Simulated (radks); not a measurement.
The nuclear charge of neutral chlorine is varied continuously with 17 electrons held in [Ne] 3s2 3p5. All-electron calculation, scalar-relativistic Kohn-Sham, BLYP, spin-polarised, spherical densities, point nucleus; open shells are filled with parallel spins first. Program: a radial shooting solver on a logarithmic mesh with Libxc functionals. By the Hellmann-Feynman theorem dE/dZ = E(electron-nucleus)/Z, the electronic potential at the nucleus. The scalar-relativistic energy here is not variational (the density holds large components alone), so the two differ by a part that grows with Z.

Z      E (hartree)  E(electron-nucleus)/Z (hartree)  HOMO  e(HOMO) (eV)  <r> HOMO (bohr)
16.75   -445.59959                         -63.5150    3p        -5.259            1.973
17      -461.63719                         -64.7454    3p        -8.003            1.868
17.25   -477.98245                         -65.9741    3p       -11.002            1.778
17.5    -494.63501                         -67.2015    3p       -14.243            1.699
17.75   -511.59460                         -68.4279    3p       -17.717            1.628
18      -528.86102                         -69.6536    3p       -21.419            1.565

The central difference of E at Z = 17 is -64.766 hartree, to compare with the third column; the second derivative is -4.92 hartree.
